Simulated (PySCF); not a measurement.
A search over the determinants of BiCl

Unrestricted PBE0; basis Bi cc-pVDZ-PP with ECP60, Cl cc-pV(D+d)Z; scalar-relativistic core potentials; PySCF 2.14. Outer shells of the fragments: Bi 5d10 6s2 6p3; Cl 3s2 3p5.

Followed along the bond (rough minima from three points):

```csv
2Ms+1,unpaired,⟨S²⟩ at the start,R at minimum (Å),Te (eV)
3,π ↑↑,2.00,2.48,0.00
1,π ↑↓,1.00,2.47,0.33
1,none,0.00,2.47,1.19
5,"σ ↑, π ↑↑↑",6.00,none in the scan,≤ 4.32
```

Solutions found at the starting distance of 2.430 Å, counted from the lowest of them; the search is not exhaustive and high or unbound solutions are not listed, so other states can lie among these:

```csv
2Ms+1,unpaired,term,E (eV),⟨S²⟩,⟨Lz²⟩,μ (D)
3,π ↑↑,³Σ⁻,0.00,2.00,0.00,-3.20
1,π ↑↓,mixed,0.32,1.00,2.01,-3.13
1,none,mixed,1.19,0.00,2.00,-2.91
3,"σ ↑, π ↑",³Π,2.67,2.01,1.01,-2.76
1,"σ ↓, π ↑",mixed,2.94,1.00,1.01,-2.65
3,π ↑↑,mixed,5.07,2.00,2.01,2.74
3,"σ ↑, π ↑",³Π,5.27,2.01,1.00,0.72
5,"σ ↑, π ↑↑↑",⁵Π,5.42,6.00,1.01,2.63
1,"σ ↓, π ↑",mixed,5.43,1.01,1.00,0.87
5,"σ ↑↑, π ↑↑",⁵Σ⁻,5.44,6.00,0.00,0.69
3,"σ ↑, π ↑↑↓",mixed,6.06,3.01,3.01,2.70
1,"σ ↓↓, π ↑↑",mixed,6.35,2.01,0.00,1.05
```

A term symbol is given only where ⟨S²⟩ and ⟨Lz²⟩ are close to those of a pure state; real π, δ and φ orbitals otherwise mix terms. A positive dipole means Bi(−)Cl(+).

These are scalar-relativistic numbers at best; spin–orbit coupling would shift them, the dissociation energy most. Counting both spins, an empty level lies below a filled one in some of these solutions, because spin and occupation are held.
